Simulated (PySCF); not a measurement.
Stepwise substitution at one centre (Al Br-NH2). Isolated molecules, 0 K electronic values unless said otherwise. Strings in code marks are SMILES.

Level of theory: PySCF with PBE-D3(BJ)/def2-TZVP // B3LYP-D3(BJ)/def2-TZVP. Excitations are Tamm–Dancoff values on a coarser integration grid. The basis has no diffuse functions, so Rydberg states are missing or too high.

```
species                                               S1 oscillator strength  S1 excitation (TDA) (eV)  HOMO–LUMO gap (eV)  LUMO (eV)
----------------------------------------------------  ----------------------  ------------------------  ------------------  ---------
0 of 3 Br replaced by NH2                                              0.000                       [?]                4.92      -2.45
1 of 3 Br replaced by NH2 (`[NH2][Al]([Br])[Br]`)                      0.009                       [?]                4.90      -1.68
2 of 3 Br replaced by NH2 (`[Al]([Br])([NH2])[NH2]`)                   0.000                       [?]                4.84      -1.01
3 of 3 Br replaced by NH2 (`[NH2][Al]([NH2])[NH2]`)                    0.002                       [?]                4.76      -0.50
```

Task: What belongs in the gaps?

Result: 
- 0 of 3 Br replaced by NH2, S1 excitation (TDA) (eV): 5.04
- 1 of 3 Br replaced by NH2 (`[NH2][Al]([Br])[Br]`), S1 excitation (TDA) (eV): 5.01
- 2 of 3 Br replaced by NH2 (`[Al]([Br])([NH2])[NH2]`), S1 excitation (TDA) (eV): 4.93
- 3 of 3 Br replaced by NH2 (`[NH2][Al]([NH2])[NH2]`), S1 excitation (TDA) (eV): 4.85
